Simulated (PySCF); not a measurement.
MoCl4H2, SMILES [Cl][MoH2]([Cl])([Cl])[Cl], multiplicity 1. Geometry optimised at PBE-D3(BJ)/def2-SVP. The multiplicity is an assumed one; no other spin state was optimised. The structure was generated by enumeration; whether it is a known compound was not checked. The def2 effective core potentials stand for the cores of Mo; spin–orbit coupling is left out.

### Question
Give the equilibrium geometry at PBE-D3(BJ)/def2-SVP (PySCF confirms it by a frequency run) as Cartesian coordinates in Å, and its point group. (Estimate from the structure and the level; the computed values follow.)

### Answer
point group C2v.
```xyz
7

Mo     0.0000     0.0000     0.0833
Cl     0.0000    -2.2368     0.4887
Cl     2.1873     0.0000    -0.6812
Cl    -2.1873     0.0000    -0.6812
Cl     0.0000     2.2368     0.4887
H      0.8190     0.0000     1.5234
H     -0.8190     0.0000     1.5234
```
